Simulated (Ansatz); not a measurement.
F5Ta, SMILES [F][Ta-]([F])([F])([F])[F] (connectivity only; charge and spin as stated), charge -1, multiplicity 2.

Coordinates come from a PBE-D3(BJ)/def2-SVPD optimisation. The spin state was assumed, not searched. The def2 effective core potentials stand for the cores of Ta; spin–orbit coupling is left out.

Two levels are set side by side: PBE/def2-TZVPD (Ansatz, a first-principles code) and CAM-B3LYP/def2-TZVPD (Ansatz). Energy differences of separate SCF runs at the same geometry; the states with an electron removed or added have multiplicity 1. Differences are taken from unrounded values.

```json
[
 {"quantity": "vertical ionisation energy (eV)", "CAM-B3LYP": "2.89", "PBE": "2.30", "PBE minus CAM-B3LYP": "-0.59"}
]
```
